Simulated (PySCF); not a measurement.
# Ionising LiI

r²SCAN; PySCF, scalar-relativistic core potentials, basis sets Li aug-cc-pVDZ, I aug-cc-pVDZ-PP with ECP28. Neutral (UKS): singlet (closed shell), Re = 2.428 Å, ωe = 481 cm⁻¹, De = 3.80 eV, HOMO -5.49 eV, LUMO -1.27 eV.

LiI⁻ (UKS): doublet (σ ↑), Re = 2.586 Å, ωe = 346 cm⁻¹, De = 1.25 eV to Li + I⁻. The energies at the minima are -303.41410 hartree for LiI and -303.44307 for LiI⁻.

Problem. Work out the adiabatic electron affinity, without and with harmonic zero-point energies (1 hartree = 27.2114 eV, 1 eV = 8065.5 cm⁻¹), and the change of the bond length.

Solution. At r²SCAN: 0.02897 hartree = 0.788 eV between the minima; the zero-point term (481.0 − 346.0)/2 cm⁻¹ = +0.008 eV makes it 0.797 eV. Re changes by +15.8 pm against the neutral. The electron enters a σ orbital; in so polar a molecule the change of length follows mostly from the change of the ionic charges.

Spin–orbit coupling is left out, which matters for elements this heavy, above all for dissociation energies. For an ion De counts to the pair picked by the measured ionisation energies or electron affinities, which need not be the lowest pair at this level. The highest Kohn–Sham level is positive in this anion. Much of that is self-interaction error, but it also means that the finite basis helps to hold the extra electron. States were picked by a PBE0 search and need not be the measured ground states.
